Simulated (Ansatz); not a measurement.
Species: InH3S, charge 0, singlet. InH3S (SMILES [SH][InH2]).
B3LYP-D3(BJ)/def2-TZVP minimum from Ansatz (a first-principles code):
```xyz
5

In    -0.3162    -0.4676     0.1493
H      0.4762    -1.6072     1.1586
H     -1.9068    -0.4817    -0.4988
S      1.0510     1.4355    -0.4253
H      0.1066     2.0319    -1.1723
```

Total energies in def2-TZVPP, 12 correlated electrons, 14 frozen orbitals. Radicals and triplets start from unrestricted determinants; spin-orbit coupling is neglected. Correlated methods leave the cores frozen (noble-gas shells, and filled d and f shells in the p block). Past Kr the def2 sets carry scalar-relativistic core potentials. Spin-orbit terms, left out, reach several kcal/mol for Br and I, and more for heavier atoms.

```csv
method,program,energy (Eh),minus CCSDT(Q) (mEh)
HF,Ansatz,-588.51436,302.64
MP2,Ansatz,-588.77044,46.57
CCSD,Ansatz,-588.80428,12.73
CCSD(T),Ansatz,-588.81546,1.55
CCSDT(Q),Ansatz,-588.81701,0.00
```

Rough core times of Ansatz's runs on a shared machine: CCSD(T) under 20 s, CCSDT(Q) 20 min.
